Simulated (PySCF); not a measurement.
In(F)(SeH)2 (FH2InSe2), SMILES [F][In]([SeH])[SeH].

Geometry optimised at PBE-D3(BJ)/def2-SVP. The structure was generated by enumeration; whether it is a known compound was not checked. The def2 effective core potentials stand for the cores of In; spin–orbit coupling is left out. One conformer was computed; it need not be the lowest.

Level of theory: ωB97X/def2-TZVP (PySCF).

| Property | Result |
|---|---|
| total energy | -5094.52819 hartree |
| point group | Cs |
| highest occupied level | -9.75 eV |
| lowest empty level | -0.61 eV |
| orbital gap | 9.14 eV |
| dipole moment | 2.37 D |
| quadrupole, principal values (traceless, Buckingham form, about the centre of nuclear charge) | -7.06, 2.94, 4.13 D·Å |
| mean static polarisability | 92.7 bohr³ (13.74 Å³) |
| polarisability, principal values | 63.2, 81.2, 133.7 bohr³ |
